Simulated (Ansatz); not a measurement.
A set of 12 reactions (ligand exchange), with CCSD(T)/CBS values in kJ/mol:

```json
{"reaction": "`OP[SiH2][SiH3]` + `BNC=C` → `BN([SiH3])C=C` + `OP[SiH3]`", "ΔE": "-26.3"}
{"reaction": "`COB(F)S` + HBr → `COB(S)Br` + H–F", "ΔE": "52.9"}
{"reaction": "`C[SiH2]B(F)S` + CH₃NH₂ → `CNB(F)S` + `C[SiH3]`", "ΔE": "-136.4"}
{"reaction": "`[OH][AlH][BH][SeH]` + `OCO` → `OCOB[SeH]` + `[OH][AlH2]`", "ΔE": "-118.0"}
{"reaction": "`CO[SiH](O)Br` + `O[SiH3]` → `CO[SiH](O)O[SiH3]` + HBr", "ΔE": "-28.5"}
{"reaction": "`FBB(F)F` + `N[SiH3]` → `FB(F)N[SiH3]` + `BF`", "ΔE": "-146.8"}
{"reaction": "`[SiH3][O][GaH][Br]` + HBr → `[Br][GaH][Br]` + `O[SiH3]`", "ΔE": "-48.4"}
{"reaction": "`C=C=NB(C)C` + H₂S → `CB(C)S` + `C=C=N`", "ΔE": "23.8"}
{"reaction": "`[NH2][Al]([NH2])[OH]` + H₂S → `[NH2][Al]([NH2])[SH]` + H₂O", "ΔE": "18.5"}
{"reaction": "`C[SiH](N)[SiH2]O` + CH₃OH → `CO[SiH](C)N` + `O[SiH3]`", "ΔE": "-125.6"}
{"reaction": "`C#[C][Zr]([OH])([F])[Cl]` + `N=C=O` → `O=C=[N][Zr]([OH])([F])[Cl]` + `C#C`", "ΔE": "-105.7"}
{"reaction": "`O[SiH2][GeH3]` + `NBO` → `OBN[SiH2]O` + GeH₄", "ΔE": "-48.0"}
```

Computed with Ansatz on PBE0-D4/def2-TZVP structures; ΔE is electronic, products minus reactants. CBS: MP2 limit from def2 TZ/QZ plus the TZ coupled-cluster correction, frozen cores. This one scheme is used for every species. Functionals use def2-TZVPP. B3LYP here is the variant with VWN-RPA as its local correlation; programs differ in this. Elements past krypton have def2 core potentials. For Br, Ga, Ge, Se, Zr outer-core shells are correlated without core-valence functions, which leaves a few kJ/mol of doubt a bond. Scalar relativity is left out up to krypton. One conformer a species, not always the lowest.

(1) Give the mean, mean absolute and largest difference (level minus CCSD(T)/CBS, kJ/mol) for: PBE0-D4, ωB97X-V, B2PLYP, PBE, r2SCAN, PBE0, B3LYP, HF/def2-TZVPP, MP2/def2-TZVPP, CCSD(T)/def2-TZVPP, MP2/def2-QZVPP, HF/CBS(def2), MP2/CBS(def2), CCSD/CBS(def2). (Estimate.)

The largest T1 diagnostic in the set is 0.018, for `N=C=O` (customary mark 0.02).

CCSD(T)/CBS is a level of theory with its own doubt, and the functionals carry their triple-zeta basis error, so these figures describe this set and don't rank the functionals.

## Answers

(1) Ansatz gave: 
```tsv
level	mean	mean absolute	largest
PBE0-D4	5.0	7.4	18.8
ωB97X-V	1.4	3.2	13.0
B2PLYP	0.7	4.5	14.5
PBE	10.3	12.2	27.4
r2SCAN	3.0	4.7	13.4
PBE0	5.9	8.5	20.9
B3LYP	3.7	7.0	23.3
HF/def2-TZVPP	-6.3	15.1	35.5
MP2/def2-TZVPP	-3.5	4.8	-8.6
CCSD(T)/def2-TZVPP	0.2	2.7	6.8
MP2/def2-QZVPP	-3.7	4.8	-8.7
HF/CBS(def2)	-6.6	16.1	36.6
MP2/CBS(def2)	-3.7	5.2	-11.8
CCSD/CBS(def2)	-0.7	2.1	5.1
```
